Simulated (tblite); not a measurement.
Compound: C4H12FPSi.
Atom-mapped SMILES: `[CH3:1][CH2:2][C@@H:3]([CH2:4][F:5])[SiH2:6][PH2:7]` (hydrogens: H8, H9, H10 on C1; H11, H12 on C2; H13 on C3; H14, H15 on C4; H16, H17 on Si6; H18, H19 on P7)

Cartesian coordinates in Å at the GFN2-xTB level; atoms count from 1:
```
atom  x, y, z in Å
C1    -1.1412   -1.6203   -0.3931
C2    -1.2458   -0.2644   -1.0796
C3    -0.3515    0.8176   -0.4722
C4    -0.7908    1.1730    0.9382
F5    -0.0216    2.2115    1.4163
Si6    1.5218    0.3917   -0.4886
P7     2.0019   -0.7674    1.3675
H8    -1.4837   -1.5678    0.6372
H9    -0.1120   -1.9747   -0.3957
H10   -1.7551   -2.3506   -0.9164
H11   -2.2871    0.0722   -1.0492
H12   -0.9705   -0.3778   -2.1305
H13   -0.4813    1.7208   -1.0773
H14   -1.8333    1.5096    0.9794
H15   -0.6431    0.3396    1.6344
H16    1.8054   -0.4614   -1.6494
H17    2.2804    1.6399   -0.6289
H18    2.1364    0.3407    2.1834
H19    3.3615   -0.8229    1.1171
```

All values are computed: GFN2-xTB (tblite) harmonic vibrations without scaling, gas phase. This tight-binding method is rough: wavenumbers can miss measured ones by several per cent, in bad cases by 10 to 20. Modes of hydrogen on phosphorus and silicon can be 10 to 20 % off. One conformer, not necessarily the lowest.

Harmonic wavenumbers (cm⁻¹): 50.4, 64.3, 97.0, 120.3, 142.2, 173.2, 216.6, 267.5, 295.6, 403.4, 420.2, 476.0, 513.1, 581.1, 629.0, 667.0, 695.5, 723.5, 781.1, 816.7, 942.9, 968.3, 996.9, 1045.0, 1059.7, 1138.1, 1144.8, 1156.6, 1199.0, 1248.4, 1265.4, 1300.2, 1335.8, 1356.8, 1415.6, 1460.5, 1492.5, 1497.9, 1504.7, 2214.3, 2222.0, 2311.7, 2392.0, 2920.5, 2930.6, 2937.6, 2944.4, 2979.1, 3021.3, 3032.7, 3045.3.

A = 1718, B = 1379, C = 1044 MHz; mass 138.043 u (most abundant isotopes); point group C1, symmetry number 1.

Problem. Zero-point energy?

Solution. Half the sum of the wavenumbers: 32307 cm⁻¹ = 386.48 kJ/mol.

Problem. Give the ideal-gas entropy at 273.15 K and 1 bar in the rigid-rotor, harmonic-oscillator model (classical rotation).

Solution. Translation 168.49, rotation 121.30, vibration 123.62: S = 413.4 J/(mol K).

Problem. And Cp and H(273.15 K) − H(0)?

Solution. Cp = 157.27 J/(mol K), of which vibrations give 124.01 (their classical limit is 51 R = 424.0); H(273.15 K) − H(0) = 26.81 kJ/mol without the zero-point energy, 17.72 from vibrations.

Problem. Which modes carry the vibrational entropy at 273.15 K?

Solution. 50.4 cm⁻¹: 19.37; 64.3 cm⁻¹: 17.36; 97.0 cm⁻¹: 13.99; 120.3 cm⁻¹: 12.25; 142.2 cm⁻¹: 10.91; 173.2 cm⁻¹: 9.36 J/(mol K); the other 45 give 40.40 together.

Problem. What must be added to the electronic energy to get the Gibbs energy at 273.15 K and 1 bar?

Solution. ZPE + [H(273.15 K) − H(0)] − T·S = 386.48 + 26.81 − 112.93 = 300.36 kJ/mol.

Problem. How do the functions run with temperature in this model?

Solution. 
```csv
T (K),S (J/(mol K)),Cp (J/(mol K)),H − H(0) (kJ/mol),G − H(0) (kJ/mol),ln q(vib)
50,248.0,59.2,2.16,-10.24,0.56
100,297.5,85.1,5.81,-23.94,1.96
298.15,427.6,167.6,30.87,-96.63,7.78
373.15,468.5,197.6,44.58,-130.25,9.88
500,532.7,241.7,72.54,-193.82,13.35
750,643.6,304.9,141.43,-341.26,19.83
1000,737.4,346.9,223.25,-514.20,25.80
```

q(vib) and H(0) count from the zero-point level.

Problem. Blend soft modes into free rotors: weight 1/[1 + (100 cm⁻¹/ν̃)⁴] for the oscillator and the rest for a rotor with moment μB/(μ + B), μ = h/(8π²ν), B = 10⁻⁴⁴ kg m². What vibrational entropy results?

Solution. 113.90 J/(mol K) in place of 123.62, which changes −T·S at 273.15 K by +2.66 kJ/mol.

Hindered rotation and anharmonicity are outside this model. Other conformers, if any are populated, would add a mixing term that is left out. The structure is chiral; the term R ln 2 for an equal mix with its mirror image is left out.
